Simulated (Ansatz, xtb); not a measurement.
# C4H4ClFO: which of two isomers lies lower

We compare X, `F[C@@H]1C=C(Cl)CO1`, a singlet, with Y, `C/C=C(\F)C(=O)Cl`, a singlet. Both are isolated molecules in the gas phase, relaxed with PBE0-D3(BJ)/def2-SVP; each stands in its lowest conformer found.

Q: Estimate E(Y) − E(X) at the level CCSD(T)/def2-SVP + ΔMP2/def2-TZVPP.

A: Calculated at CCSD(T)/def2-SVP + ΔMP2/def2-TZVPP: E(Y) − E(X) = −4.6 kcal/mol, so structure Y lies lower.

How the difference moves with the method:

```
                             level              geometry  E(Y) − E(X) (kcal/mol)  departure from the last row (kcal/mol)  job, with rough time for the two
                          GFN2-xTB              GFN2-xTB                      +7.5                                   +12.1              optimisation, 0.24 s
                         HF/STO-3G              GFN2-xTB                     +14.2                                   +18.8              single point, 0.68 s
                r2SCAN-D4/def2-SVP              GFN2-xTB                     −11.7                                    −7.1               single point, 4.3 s
              PBE0-D3(BJ)/def2-SVP  PBE0-D3(BJ)/def2-SVP                      −7.2                                    −2.7                optimisation, 48 s
                       HF/def2-SVP  PBE0-D3(BJ)/def2-SVP                      −5.1                                    −0.5           part of the CCSD(T) run
                      MP2/def2-SVP  PBE0-D3(BJ)/def2-SVP                      −9.8                                    −5.3           part of the CCSD(T) run
                  CCSD(T)/def2-SVP  PBE0-D3(BJ)/def2-SVP                      −9.6                                    −5.0                      single point
CCSD(T)/def2-SVP + ΔMP2/def2-TZVPP  PBE0-D3(BJ)/def2-SVP                      −4.6                                                        single point, 67 s
```

As drawn, Y has 1 C=O in place of 2 C–O. Structure X has a 5-membered ring, Y no ring.

GFN2-xTB, HF/STO-3G put the two in the other order. The largest departure from CCSD(T)/def2-SVP + ΔMP2/def2-TZVPP is that of HF/STO-3G, 18.8 kcal/mol. The last row adds to CCSD(T) the change of the MP2 difference between the two basis sets, here +5.0 kcal/mol, a large step that makes the value less sure.

With thermal terms from frequencies at re-optimised GFN2-xTB minima (ideal gas, soft modes damped towards free rotors, one conformer each, 298.15 K, 1 atm): on the last row, ΔE + ΔZPE = −5.8, ΔH = −4.9, ΔG = −7.0 kcal/mol.

The correlated steps freeze 11 core orbitals. Mirror images aren't counted in ΔG. Programs: Ansatz 0.2.0, xtb 6.7.1; the last row on 2 threads of Intel(R) Xeon(R) Processor @ 2.70GHz on a shared host.
